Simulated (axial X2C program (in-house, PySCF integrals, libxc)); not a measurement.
Potential curves of SnCl⁺, with spin–orbit coupling

Computed with an in-house all-electron X2C program for linear molecules (integrals from PySCF). Two-component (2c) means X2C with spin–orbit coupling and atomic mean-field two-electron Coulomb and Gaunt terms. Basis: Sn dyall-cv3z [11s12p9d4f1g], Cl dyall-av3z [9s8p3d2f] (cores contracted in-house); Gaussian nuclei, density fitting, unrestricted open shells. Masses: Sn 119.902 u, Cl 34.969 u.

State: Ω = 0 (closed shell). Energies in cm⁻¹ from the fragments at the same level (Sn+ + Cl). Fits are polynomials in 1 − R0/R over 0.85 to 1.23 times the lowest point R0.

| R (Å) | CCSD |
| --- | --- |
| 2.0657 | -24345 |
| 2.1338 | -26925 |
| 2.2019 | -28291 |
| 2.2700 | -28730 |
| 2.3495 | -28366 |
| 2.4289 | -27317 |
| 2.5311 | -25281 |

Correlated methods: 10 electrons correlated (number of frozen shells: Sn 4 s, 3 p, 2 d; Cl 2 s, 1 p), 258 virtual spin orbitals or spinors in MP2, 90 natural virtuals in coupled cluster.

The state is one determinant whose occupation by symmetry is held fixed; it was picked as the lowest of a PBE0 search that is not exhaustive. The closed shell is kept restricted, so the energy runs too high when the bond is stretched far. De is counted from the lowest determinant-based energies of the atoms at the same level, without counterpoise correction. CCSD ran in a truncated set of natural virtual spinors with an MP2 remainder; without triples it tends to underbind. With the outer-core shells frozen, correlated bond lengths of heavy atoms tend to come out a few hundredths of an ångström too long. Coupled cluster ran on the points near the minimum only. MP2 and coupled cluster on one determinant become unreliable at the stretched end.

(1) Fit the CCSD curve near its minimum: give the equilibrium distance, the harmonic wavenumber and the well depth.

Results:

(1) At CCSD, 2c: Re = 2.275 Å, ωe ≈ 428 cm⁻¹, De = 3.56 eV to Sn+ + Cl; Be follows as 0.12 cm⁻¹.
